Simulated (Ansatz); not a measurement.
Species: C₂ClF₂ (charge 0, doublet). It need not be the lowest isomer of its formula. 
Coordinates optimised at B3LYP-D3(BJ)/def2-TZVP (Ansatz, a quantum-chemistry and plane-wave program):
SMILES: C(=[C]Cl)(F)F
```xyz
5

C      0.4643    -0.4824     0.0166
C     -0.8287    -0.2963     0.0617
F     -1.7111    -1.2730     0.1796
F     -1.4431     0.8795    -0.0027
Cl     1.7985     0.4831    -0.1213
```
Charge 0, spin multiplicity 2.

Quantity: atomisation energy (electronic, to ground-state atoms), in eV. Correlated levels leave the core frozen unless marked. Open shells are spin-unrestricted. Spin-orbit coupling is left out. Non-relativistic. The coupled-cluster limit lacks core correlation, which all-electron functionals hold. CBS(X,Y): correlation extrapolated as X^-3; Hartree-Fock from the larger set.

| level | program | atomisation energy (eV) |
|---|---|---|
| HF/6-31G | Ansatz | 9.16 |
| HF/cc-pV(T+d)Z | Ansatz | 12.15 |

Task: What does CCSD(T)/CBS(cc-pV(T+d)Z,cc-pV(Q+d)Z) (Ansatz) give?

Result: 18.93 eV, so HF/cc-pV(T+d)Z differs from it by -6.78 eV.
